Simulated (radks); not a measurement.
Results of a calculation; reference values are marked as such.
Coulomb parameter of the 4f shell of the praseodymium ion Pr3+ in the model configuration [Xe] 4f1 6p1, as a second difference U = [E(n + 0.5) + E(n - 0.5) - 2 E(n)] / (0.5)^2 with all orbitals relaxed. "Bare": the charge of the atom changes with n. "Screened": the 6p shell takes up the change at fixed total charge, which measures U(4f,4f) + U(6p,6p) - 2 U(4f,6p). Level of theory: Dirac Kohn-Sham, PBE, spin-unpolarised, spherical densities, finite nucleus; open shells are shared between the two j in proportion to 2j + 1; Fermi nuclear charge, rms radius 4.8919 fm (a radial shooting solver on a logarithmic mesh with Libxc functionals). Estimate both.

Answer. U(bare) = 18.969 eV, U(screened by 6p) = 9.105 eV.
